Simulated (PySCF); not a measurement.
**Stretching IO**

Set-up: PySCF, scalar-relativistic core potentials, basis sets I aug-cc-pVDZ-PP with ECP28, O aug-cc-pVDZ. Energies in eV from I + O in their ground configurations at the same level. State: ²Π (doublet), unpaired electrons π ↑.

All columns are PBE0. A positive dipole means I(−)O(+).

```
R (Å)  E (eV)  μ (D)  Mulliken charge on I (basis-dependent)  HOMO (eV)  LUMO (eV)  Mayer bond order  ⟨S²⟩
1.652  -0.981  -2.11                                    0.88      -6.64      -4.16              1.01  0.76
1.729  -1.752  -2.22                                    0.82      -6.85      -4.28              1.08  0.76
1.806  -2.157  -2.28                                    0.74      -7.06      -4.38              1.14  0.76
1.863  -2.292  -2.28                                    0.68      -7.21      -4.44              1.17  0.76
1.921  -2.324  -2.26                                    0.62      -7.35      -4.48              1.18  0.76
1.979  -2.279  -2.22                                    0.57      -7.49      -4.50              1.18  0.76
2.055  -2.137  -2.15                                    0.50      -7.65      -4.50              1.16  0.76
2.151  -1.877  -2.06                                    0.42      -7.83      -4.47              1.11  0.77
2.267  -1.510  -1.97                                    0.34      -8.00      -4.66              1.04  0.81
2.421  -1.037  -1.74                                    0.25      -8.18      -5.24              0.84  0.98
```

A fit through these points gives, at Re = 1.913 Å, μ = -2.26 D and dμ/dR = 0.514 D/Å; the reduced mass is 14.2 u.

Question: How strong is the fundamental in the double-harmonic approximation, I = 42.26·(dμ/dR)²/μred km/mol?

Answer: I = 42.26·(0.514)²/14.2 = 0.786 km/mol at PBE0.

⟨S²⟩ of the unrestricted solution departs from its pure value on part of the curve, where spin states mix. These are scalar-relativistic numbers at best; spin–orbit coupling would shift them, the dissociation energy most. The state was picked by a PBE0 search and need not be the measured ground state.
